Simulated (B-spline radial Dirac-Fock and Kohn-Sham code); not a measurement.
Dipole and non-dipole photoemission parameters of K 2s

System: the K atom, configuration [Ar] 4s1; threshold 378.6 eV (tabulated edge). The computed values come from a radial B-spline solver: Dirac-Hartree-Slater photoionisation with a Latter tail; cross sections with all multipoles, angular parameters from the dipole term and its interference with E2.

For linearly polarised light dσ/dΩ = σ/(4π) [1 + β P₂(cos θ) + (δ + γ cos²θ) sin θ cos φ], with θ from the polarisation vector and φ the angle between the beam and the projection of the electron momentum on the plane normal to the polarisation.

```
hν (eV)  σ (kb)      β      γ
    400     282  2.000  0.587
    503     209  2.000  0.200
    600     162  2.000  0.037
    934       ?      ?      ?
   1160    51.5  2.000  0.015
 1253.6    44.3  2.000  0.044
   1290    41.9  2.000  0.055
 1486.9    31.5  2.000  0.121
   2520    10.1  2.000  0.458
   2980    6.90  2.000  0.590
   5020    1.97  2.000  1.071
   7410   0.726  2.000  1.509
   7930   0.607  2.000  1.592
   8900   0.446  2.000  1.739
 9251.7   0.402  2.000  1.790
  10000   0.326  1.999  1.894
  11000   0.251  1.999  2.027
  11800   0.207  1.999  2.128
  12000   0.198  1.999  2.152
  12500   0.177  1.999  2.213
  15000   0.106  1.999  2.495
```

Question: Give the values at 934 eV.

Answer: σ = 77.2 kb, β = 2.000, γ = -0.040. For an s subshell δ is negligible.
